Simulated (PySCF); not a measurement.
Breaking a bond: OH (cation, charge +1), triplet.

Methods: UHF/cc-pVDZ (PySCF); UCCSD(T) = PySCF with CCSD(T) on UHF/cc-pVDZ, 1 core orbital frozen; ROKS-wB97X-V = restricted open-shell wB97X-V/cc-pVDZ (PySCF); CASSCF(6,5)/cc-pVDZ (PySCF); UCCSD = CCSD on UHF/cc-pVDZ, 1 core orbital frozen (PySCF).

Energies are in kJ/mol, each relative to the lowest point of its own curve near equilibrium.

```tsv
R / Å	UHF	UCCSD(T)	ROKS-wB97X-V	CASSCF(6,5)	UCCSD
0.78	187.9	210.5	213.5	207.1	209.7
0.82	115.8	134.5	137.4	132.1	133.8
0.87	55.8	69.9	72.4	68.5	69.4
0.94	12.1	19.9	21.5	19.3	19.6
0.97	3.7	8.9	10.0	8.5	8.7
1.00	0.0	2.6	3.2	2.4	2.4
1.04	0.8	0.0	0.0	0.0	0.0
1.06	3.2	0.8	0.4	0.8	0.8
1.10	11.1	5.5	4.6	5.6	5.7
1.14	22.3	13.7	12.3	13.8	14.1
1.21	47.1	33.7	31.5	33.8	34.4
1.27	71.3	54.4	51.9	54.4	55.4
1.41	129.5	107.9	105.6	107.6	109.5
1.57	187.4	168.5	167.5	167.9	170.6
1.69	221.5	210.3	210.3	209.4	212.6
1.85	256.5	259.6	260.9	258.2	262.0
2.09	293.2	320.3	322.4	317.2	322.2
2.28	312.6	358.2	360.4	351.5	359.3
2.56	329.7	399.9	402.5	383.2	399.4
2.80	337.3	424.0	428.5	397.0	422.3
3.10	341.9	441.7	451.1	404.8	439.5
3.61	344.4	452.6	472.4	408.9	450.4
4.18	345.1	454.9	483.0	409.8	452.8
```

At the longest distance, 4.18 Å, ROKS-wB97X-V lies highest above its minimum (483.0 kJ/mol) and UHF lowest (345.1 kJ/mol).

The unrestricted determinant behind UHF, UCCSD(T), UCCSD is spin-contaminated at 1.57 to 4.18 Å (<S²> up to 3.0, against 2.00 for a pure triplet). At the longest distance ROKS-wB97X-V leaves fractional charges on the fragments, a sign of delocalisation error or of the restricted form.
